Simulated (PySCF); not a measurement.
**Zn⁹⁺ (zinc, charge +9) across methods**

[Ar] 3d3, high-spin 4F determinant. Computed with PySCF 2.14 in an even-tempered Gaussian basis (20 s from 0.4 bohr⁻², ratio 2.5; 13 p from 0.52 bohr⁻², ratio 2.5; 9 d from 0.52 bohr⁻², ratio 2.5; 4 f from 2.4 bohr⁻², ratio 2.7; 4 g from 3.6 bohr⁻², ratio 2.7), with the spin-free X2C one-electron Hamiltonian (Gaussian nucleus).

| method | E (hartree) | mean ε 3p α (eV) | mean ε 3p β (eV) | mean ε 3d α (eV) | Σ⟨r²⟩ (bohr²) | ⟨S²⟩ |
| --- | --- | --- | --- | --- | --- | --- |
| PBE0 | -1765.074 | -303.39 | -296.32 | -226.98 | 5.563 | 3.751 |
| PBE | -1765.012 | -297.12 | -291.82 | -222.14 | 5.567 | 3.750 |
| r2SCAN | -1765.311 | -299.63 | -293.19 | -223.79 | 5.558 | 3.751 |
| LDA | -1762.136 | -296.95 | -291.76 | -221.99 | 5.575 | 3.750 |

(1) Estimate the same row for UHF.

Answers

(1) E (hartree) = -1764.29970; mean ε 3p α (eV) = -320.77; mean ε 3p β (eV) = -307.84; mean ε 3d α (eV) = -240.37; Σ⟨r²⟩ (bohr²) = 5.560; ⟨S²⟩ = 3.752.
